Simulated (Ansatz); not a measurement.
CH5Cl2NbO3 (`C[O][Nb]([OH])([OH])([Cl])[Cl]`), 12 atoms. The species carries charge 0 and has multiplicity 1. Correlated methods include outer-core shells of Nb, which these sets cover unevenly. Nb takes the def2 core potential. All runs use 2 threads of an AMD EPYC 7R13 on a shared host and a share of an NVIDIA H100 80 GB. Correlated methods freeze the cores.

**Question.** How many basis functions does each run have, and how long does it take in Ansatz? RKS B97M-V/def2-TZVPP energy; RKS PBE0-D4/def2-QZVPP energy; RKS LC-ωPBE/def2-TZVPP energy; RHF-MP2/def2-QZVPP energy; RKS revPBE-D4/def2-TZVPP energy; RHF-CCSD(T)/def2-TZVPP energy; RKS ωB97M-V/def2-QZVPP energy; RKS PBE0-D4/def2-TZVP relaxation (8 steps); RKS PBE0-D4/def2-SVP energy; RKS HSE06 (plane-wave form)-D4/def2-TZVPP energy; RKS ωB97M-V/def2-SVP energy; RHF-CCSD(T)/def2-SVP energy. (Estimate.)

**Answer.** The calculation gave: Other jobs shared the machine, so times are rough.

```tsv
level	job	functions	wall time	peak host memory (GiB)
RKS HSE06 (plane-wave form)-D4/def2-TZVPP	energy	334	13 s	0.89
RHF-CCSD(T)/def2-SVP	energy	148	13 s	0.79
RKS revPBE-D4/def2-TZVPP	energy	334	14 s	0.86
RKS LC-ωPBE/def2-TZVPP	energy	334	16 s	0.89
RKS B97M-V/def2-TZVPP	energy	334	17 s	0.98
RKS PBE0-D4/def2-SVP	energy	148	17 s	0.79
RKS PBE0-D4/def2-QZVPP	energy	599	20 s	1.2
RHF-MP2/def2-QZVPP	energy	599	23 s	1.2
RHF-CCSD(T)/def2-TZVPP	energy	334	24 s	0.86
RKS ωB97M-V/def2-QZVPP	energy	599	27 s	1.3
RKS ωB97M-V/def2-SVP	energy	148	27 s	0.92
RKS PBE0-D4/def2-TZVP	relaxation (8 steps)	268	58 s	0.95
```

LC-ωPBE has ω = 0.4 bohr⁻¹.
